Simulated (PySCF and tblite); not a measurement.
Results of a calculation; reference values are marked as such.
5,5-difluoro-1,3-dioxane, C₄H₆F₂O₂, numbered as in [F:1][C:2]1([F:3])[CH2:4][O:5][CH2:6][O:7][CH2:8]1.

First level. The ensemble was built from 90 distance-geometry starts (ETKDG and KDG, MMFF94s, GFN2-xTB) and rests on PBE0-D3(BJ)/def2-SVP geometries. Free energies are PBE0-D3(BJ)/def2-TZVP (IEF-PCM, chloroform) single points with GFN2-xTB rigid-rotor and vibrational terms (modes under about 100 cm⁻¹ blended into free rotors). Symmetry numbers and mirror images are counted. Conformers within 3 kcal/mol (GFN2-xTB free energy) were kept, 8 at most. GIAO shieldings: wB97X-D/pcSseg-1 (IEF-PCM, chloroform). Shifts are against TMS (¹H), TMS (¹³C), CFCl3 (¹⁹F) at the same level. (PySCF 2.14, tblite 0.8.)

It gives, at 298.15 K, with 2 conformers (largest weight 100 %): ¹H: 4.76 (H6, 2H), 3.89 (H4/H8, 4H) ppm. ¹³C: 115.6 (C2), 94.1 (C6), 71.8 (C4/C8) ppm. ¹⁹F: -128.4 (F1/F3) ppm.

Second level: PBE0-D3(BJ)/def2-SVP geometries, energies LC-wPBE-D3(BJ)/pcSseg-1, shieldings LC-wPBE/pcSseg-1, on up to 4 of the same conformers.

(1) How do the averaged shifts change?

Unscaled ¹⁹F shifts at such levels can be off by tens of ppm; differences between conformers or isomers are more reliable. Shifts are unscaled: against experiment ¹³C can be off by 15 ppm or more and ¹H by 0.8 ppm.

Answers

(1) 
```csv
signal,first,second,change (ppm)
H4/H8,3.89,3.71,-0.19
H6,4.76,4.60,-0.15
C2,115.6,115.4,-0.2
C4/C8,71.8,71.1,-0.7
C6,94.1,93.2,-0.9
F1/F3,-128.4,-112.8,15.7
```

The largest weight becomes 97 %.
